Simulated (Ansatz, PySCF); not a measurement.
C₃H₉GeN, SMILES [CH3][GeH]1[CH2]N[CH2]1. Atoms are numbered in the order given.

```xyz
14

C      2.0531     0.7333     0.0000
Ge     0.4223    -0.3350     0.0000
C     -1.0905     0.1932     1.1682
N     -1.9550     0.0454     0.0000
C     -1.0904     0.1932    -1.1682
H      2.6594     0.5118     0.8908
H      2.6594     0.5119    -0.8909
H      1.8068     1.8048     0.0001
H      0.7510    -1.8415     0.0000
H     -1.3745    -0.4444     2.0213
H     -0.9641     1.2335     1.5370
H     -2.7978     0.6160     0.0000
H     -0.9641     1.2334    -1.5370
H     -1.3745    -0.4445    -2.0213
```

Coordinates come from a PBE0-D3(BJ)/def2-SVP optimisation. This is a generated structure with no PubChem entry under its InChIKey; it may be hypothetical.

Two levels are set side by side: PBE-D3(BJ)/def2-SVP (Ansatz, a first-principles code) and PBE0-D3(BJ)/def2-SVP (Ansatz). Each level has its own optimised geometry; the coordinates shown are those of the second. Frequencies come from the Hessian of PySCF at each geometry. Differences are taken from unrounded values.

| quantity | PBE0-D3(BJ) | PBE-D3(BJ) | PBE-D3(BJ) minus PBE0-D3(BJ) |
|---|---|---|---|
| mean bond length (Å) | 1.366 | 1.377 | 0.011 |
| bond C1–Ge2 (Å) | 1.950 | 1.966 | 0.016 |
| bond Ge2–C3 (Å) | 1.983 | 2.002 | 0.019 |
| bond Ge2–C5 (Å) | 1.983 | 2.002 | 0.019 |
| bond C3–N4 (Å) | 1.461 | 1.471 | 0.010 |
| bond N4–C5 (Å) | 1.461 | 1.471 | 0.010 |
| bond C1–H6 (Å) | 1.100 | 1.108 | 0.008 |
| bond C1–H7 (Å) | 1.100 | 1.108 | 0.008 |
| bond C1–H8 (Å) | 1.099 | 1.107 | 0.008 |
| bond Ge2–H9 (Å) | 1.542 | 1.555 | 0.013 |
| bond C3–H10 (Å) | 1.102 | 1.111 | 0.009 |
| bond C3–H11 (Å) | 1.111 | 1.121 | 0.010 |
| bond N4–H12 (Å) | 1.018 | 1.028 | 0.010 |
| bond C5–H13 (Å) | 1.111 | 1.121 | 0.010 |
| bond C5–H14 (Å) | 1.102 | 1.111 | 0.009 |
| highest harmonic wavenumber (cm⁻¹) | 3552 | 3407 | -145 |
| mean harmonic wavenumber (cm⁻¹) | 1407 | 1357 | -50 |
| zero-point energy (kcal/mol) | 72.42 | 69.82 | -2.60 |

GGA bonds tend to be longer and softer than those of functionals with exact exchange. Differences between two approximate levels are no errors against the true value.
